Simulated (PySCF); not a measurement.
## Electron correlation in Si (silicon, neutral)

[Ne] 3s2 3p1 4s1, high-spin 3P determinant (an excited configuration). Calculation: PySCF 2.14, in aug-cc-pCVTZ-DK; the spin-free X2C one-electron Hamiltonian (Gaussian nucleus). Frozen: 1s2; 12 electrons correlated.

| level | correlation energy (mhartree) |
| --- | --- |
| CCSD | -354.96 |
| (T) | -5.09 |
| CCSD(T) | -360.05 |

Diagnostics: T1 = 0.013, D1 = 0.0564, largest double amplitude 0.089.

Problem. Is a single reference adequate?

Solution. Mostly. T1 lies below 0.03, but a double amplitude of this size points to a near-degeneracy that CCSD handles and MP2 describes poorly.
